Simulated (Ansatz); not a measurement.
Ansatz (a first-principles code) input (MP2/6-31G* with LANL2DZ past Ar): The .json file joins the Basis Set Exchange's 6-31G* for atoms up to Ar and LANL2DZ past it.

Ansatz 0.2 input:
```yaml
crystal:
  periodic: [false, false, false]
  atoms:
    - {symbol: Si, position_ang: [1.20246600, -0.33920400, -0.22124700]}
    - {symbol: O, position_ang: [1.75137600, -0.10526400, -1.62564800]}
    - {symbol: Br, position_ang: [-0.88130100, 0.15974200, 0.46007500]}
basis:
  gaussian:
    orbitals: 6-31Gs+LANL2DZ.json
magnetization: {spin_polarized: true, initial_magnetization: 1}
correlation: {method: mp2, electrons: outside_noble_gas}
```

Output:

```
Functional definition: HF
integrals: 0.01 GiB planned
422 factors; integrals over basis functions are off by at most 7.3e-4 eV
mean field: 0.09 GiB planned
mean field evaluation 1: about -10245.9464 eV, gradient 3.2e1 eV
mean field evaluation 2: about -10245.9839 eV, gradient 3.2e1 eV
mean field evaluation 4: about -10250.5970 eV, gradient 2.4e0 eV
mean field evaluation 8: about -10250.6960 eV, gradient 3.5e-1 eV
mean field evaluation 16: about -10250.7001 eV, gradient 2.5e-6 eV
mean field evaluation 32: about -10245.4463 eV, gradient 1.8e1 eV
mean field -10250.70005719 eV, -376.7062789276 hartree, gradient 2.5e-6 eV, S^2 0.770570; 4 other end points of the search recorded, 0 dependent functions left out
6 core orbitals not correlated
reference -10250.70005719 eV, -376.7062789276 hartree; 9, 8 occupied and 27, 28 virtual orbitals, 422 factors
second order -7.76726690 eV of doubles, -0.00000000 eV of singles
Total energy: -10258.46732409 eV, -376.9917207212 hartree
```

The geometry given is a B3LYP-D3(BJ)/def2-TZVP minimum.
